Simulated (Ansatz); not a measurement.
Ansatz (a quantum-chemistry and plane-wave program) input (CCSD(T)/aug-cc-pV(D+d)Z):
A basis named .json is the Basis Set Exchange file of that set.

Ansatz 0.2 input:
```yaml
crystal:
  periodic: [false, false, false]
  atoms:
    - {symbol: Si, position_ang: [0.00827505, -0.01459141, -0.00429444]}
    - {symbol: C, position_ang: [1.71982878, -0.57634908, -0.40466639]}
    - {symbol: N, position_ang: [-0.39693893, -0.81836862, 1.46531085]}
    - {symbol: N, position_ang: [-0.89017948, -0.23775434, -1.45790156]}
    - {symbol: N, position_ang: [-0.26697336, 1.64354765, 0.37149176]}
    - {symbol: H, position_ang: [2.43059745, -0.88215608, 0.35594843]}
    - {symbol: H, position_ang: [2.13315014, -0.53201829, -1.40688650]}
    - {symbol: H, position_ang: [-1.27546733, -0.63033038, 1.92293374]}
    - {symbol: H, position_ang: [-0.09837533, -1.76731775, 1.62492784]}
    - {symbol: H, position_ang: [-1.85467235, 0.05147631, -1.50975101]}
    - {symbol: H, position_ang: [-0.71753505, -1.03847869, -2.04455023]}
    - {symbol: H, position_ang: [0.04918957, 2.01437022, 1.25336919]}
    - {symbol: H, position_ang: [-0.22306810, 2.33485622, -0.36017822]}
basis:
  gaussian:
    orbitals: aug-cc-pV_D+d_Z.json
magnetization: {spin_polarized: true, initial_magnetization: 1}
correlation: {method: ccsd_t, electrons: outside_noble_gas}
output: {forces: true}
```

End of the output:

```
Total energy: -13490.52001278 eV, -495.7674662667 hartree
Atom 0 at     0.008275    -0.014591    -0.004294 Å, force     0.095796    -0.085120    -0.033071 eV/Å
Atom 1 at     1.719829    -0.576349    -0.404666 Å, force    -0.201831    -0.040490     0.026013 eV/Å
Atom 2 at    -0.396939    -0.818369     1.465311 Å, force     0.187045     0.132574     0.243361 eV/Å
Atom 3 at    -0.890179    -0.237754    -1.457902 Å, force     0.108491     0.225044    -0.222196 eV/Å
Atom 4 at    -0.266973     1.643548     0.371492 Å, force    -0.323656     0.012401     0.057074 eV/Å
Atom 5 at     2.430597    -0.882156     0.355948 Å, force     0.345726    -0.148197     0.381481 eV/Å
Atom 6 at     2.133150    -0.532018    -1.406886 Å, force     0.197442     0.026355    -0.497332 eV/Å
Atom 7 at    -1.275467    -0.630330     1.922934 Å, force    -0.345906     0.058718     0.170444 eV/Å
Atom 8 at    -0.098375    -1.767318     1.624928 Å, force     0.095690    -0.386870     0.064483 eV/Å
Atom 9 at    -1.854672     0.051476    -1.509751 Å, force    -0.377638     0.096070    -0.017614 eV/Å
Atom 10 at    -0.717535    -1.038479    -2.044550 Å, force     0.045929    -0.328294    -0.230426 eV/Å
Atom 11 at     0.049190     2.014370     1.253369 Å, force     0.138115     0.158095     0.335045 eV/Å
Atom 12 at    -0.223068     2.334856    -0.360178 Å, force     0.034799     0.279713    -0.277262 eV/Å
Dipole moment:    -0.096737    -0.102028    -0.003942 e Å
```

It need not be the lowest isomer of its formula.
